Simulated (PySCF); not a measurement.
## Working out the excitation energy of O

O [He] 2s2 2p4 (3P) → O [He] 2s1 2p5 (3P). All numbers are calculated (PySCF 2.14, scalar relativity by spin-free X2C-1e, in aug-cc-pVDZ-DK). Frozen: 1s2. Energies in hartree (1 hartree = 27.21139 eV):

```json
{"part": "UHF", "O (lower)": "-74.848596", "O (upper)": "-74.223743"}
{"part": "CCSD correlation", "O (lower)": "-0.127299", "O (upper)": "-0.179290"}
{"part": "(T)", "O (lower)": "-0.001813", "O (upper)": "-0.013946"}
```

Problem. What does Hartree-Fock give?

Solution. (-74.223743) − (-74.848596) = 0.624853 hartree = 17.003 eV.

Problem. What do CCSD and CCSD(T) give?

Solution. The CCSD correlation energies differ by -0.051991 hartree = -1.415 eV and the triples by -0.012133 hartree = -0.330 eV, so CCSD gives 15.588 eV and CCSD(T) 15.258 eV.

The upper state lies above the first ionisation limit, where it may autoionise and the basis confines it.

A double-zeta basis recovers only part of the correlation energy.

The coupled-cluster amplitudes are large, so a single reference is strained.
